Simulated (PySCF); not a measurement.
# How methods differ on the excitation energy of Ga+

Ga+ [Ar] 3d10 4s2 (1S) → Ga+ [Ar] 3d10 4s1 4p1 (3P), as a difference of total energies. Computed with PySCF 2.14 in def2-TZVPPD, with the non-relativistic Hamiltonian (point nucleus). Correlated levels: valence: [Ar] 3d10 frozen. The calculations carry no spin-orbit coupling.

```csv
method,excitation energy (cm⁻¹)
UHF,35388
MP2 (valence),40692
SCS-MP2 (valence),42203
CCSD (valence),42734
```

These non-relativistic numbers lack the scalar-relativistic shift.

Errors of the correlated levels include the incompleteness of this basis and the frozen core.

With two correlated electrons CCSD is exact in that space.

For comparison: 48284 cm⁻¹ (measured; NIST levels, between the centres of gravity of the two terms).
